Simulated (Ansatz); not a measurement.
Basis sets compared for `c1ccc(-c2ccc(-c3ccc(-c4ccc(-c5ccccc5)cc4)cc3)cc2)cc1`. Total charge 0; singlet. Geometry r2SCAN-D4/def2-SVP. Ansatz on 2 threads of AMD EPYC 7R13 on a shared host and a share (18 GiB) of an NVIDIA H100 80GB HBM3; times are rough, and most runs start from earlier orbitals.

```xyz
52

C    -5.705   -7.918   -2.447
C    -6.287   -6.660   -2.260
C    -5.496   -5.562   -1.920
C    -4.103   -5.695   -1.760
C    -3.264   -4.531   -1.400
C    -2.141   -4.671   -0.563
C    -1.352   -3.575   -0.223
C    -1.646   -2.286   -0.707
C    -0.809   -1.123   -0.347
C    -0.595   -0.068   -1.255
C     0.195    1.027   -0.917
C     0.809    1.123    0.347
C     1.647    2.286    0.706
C     2.759    2.149    1.561
C     3.548    3.245    1.900
C     3.264    4.531    1.400
C     4.103    5.695    1.760
C     4.670    5.809    3.045
C     5.461    6.907    3.384
C     5.704    7.918    2.447
C     5.147    7.819    1.168
C     4.356    6.720    0.828
C     2.153    4.668    0.546
C     1.363    3.572    0.208
C     0.595    0.068    1.255
C    -0.194   -1.028    0.916
C    -2.768   -2.146   -1.546
C    -3.559   -3.241   -1.883
C    -3.531   -6.968   -1.952
C    -4.323   -8.066   -2.291
H    -6.325   -8.779   -2.713
H    -7.369   -6.535   -2.368
H    -5.966   -4.589   -1.748
H    -1.892   -5.656   -0.156
H    -0.477   -3.724    0.417
H    -1.024   -0.127   -2.260
H     0.373    1.809   -1.661
H     3.031    1.158    1.934
H     4.426    3.097    2.535
H     4.463    5.038    3.793
H     5.882    6.981    4.391
H     6.324    8.779    2.714
H     5.340    8.598    0.424
H     3.948    6.638   -0.184
H     1.883    5.660    0.171
H     0.484    3.722   -0.426
H     1.024    0.128    2.260
H    -0.371   -1.810    1.661
H    -3.037   -1.155   -1.926
H    -4.414   -3.099   -2.550
H    -2.448   -7.090   -1.861
H    -3.855   -9.043   -2.447
```

Single mean-field runs in def2-SVP, def2-TZVP are fitted with def2-universal-jkfit.

Binding counts from free atoms (C triplet, H doublet) in the same basis, without a counterpoise term.

```tsv
level	functions	energy (Eh)	HOMO (eV)	LUMO (eV)	binding per atom (eV)	wall time
PBE-D4/def2-SVP	530	-1154.2473	-5.17	-2.28	5.62	8 s
PBE0-D4/def2-SVP	530	-1154.3583	-6.00	-1.59	5.51	8 s
```

Problem. Estimate the rows for PBE-D4/def2-TZVP, PBE0-D4/def2-TZVP (with forces).

Solution. 
| level | functions | energy (Eh) | HOMO (eV) | LUMO (eV) | binding per atom (eV) | wall time |
| --- | --- | --- | --- | --- | --- | --- |
| PBE-D4/def2-TZVP | 1062 | -1155.4498 | -5.21 | -2.37 | 5.54 | 8 s |
| PBE0-D4/def2-TZVP (with forces) | 1062 | -1155.5483 | -5.99 | -1.64 | 5.42 | 12 s |
